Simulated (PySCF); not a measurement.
AlF₃ + 3 HCl → AlCl₃ + 3 HF

Level: B3LYP in the def2-TZVP basis family, all electrons, no relativity, computed in PySCF with density fitting; open shells unrestricted.

| species | state and structure | E (Eh) | ZPE (kJ/mol) | H(298 K) − H(0) (kJ/mol) | S° (J/(mol K)) |
| --- | --- | --- | --- | --- | --- |
| AlF₃ | singlet, D3h, Al–F 1.634 Å (×3) | -542.35837 | 20.1 | 14.2 | 278.1 |
| HCl | singlet, C∞v, H–Cl 1.282 Å | -460.83511 | 17.6 | 8.7 | 186.7 |
| AlCl₃ | singlet, D3h, Al–Cl 2.079 Å (×3) | -1623.35840 | 12.5 | 16.5 | 313.6 |
| HF | singlet, C∞v, H–F 0.924 Å | -100.49049 | 24.4 | 8.7 | 173.7 |

(1) What is the electronic reaction energy?

(2) Add zero-point, thermal and entropy terms for 298.15 K and 1 bar.

Answers

(1) At B3LYP/def2-TZVP, ΔE = 88.8 kJ/mol from the differences of the total energies times 2625.5, uphill. 

(2) ΔZPE = 12.8 and Δ[H(298) − H(0)] = 2.3 kJ/mol give ΔH° = 103.9 kJ/mol. ΔS° = -3.5 J/(mol K), so ΔG° = 103.9 − 298.15 × (-0.0035) = 105 kJ/mol and log₁₀K = -18.4.

Each species is the lowest minimum found with this bonding; other isomers or fragments can lie lower.
